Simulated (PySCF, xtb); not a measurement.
C2H5N, SMILES N(=C)C.

GFN2-xTB (xtb 6.7.1) at its own geometry gives an orbital gap of 3.72 eV and a dipole moment of 1.44 D.

The structure is a stationary point at PBE0-D3(BJ)/def2-TZVP.

**Question.** What does HF/def2-TZVPD run with PySCF give? (The exact figures need the calculation; the answer reports its results.)

**Answer.** gap 13.16 eV (levels -11.13 and 2.03 eV), dipole 1.73 D.
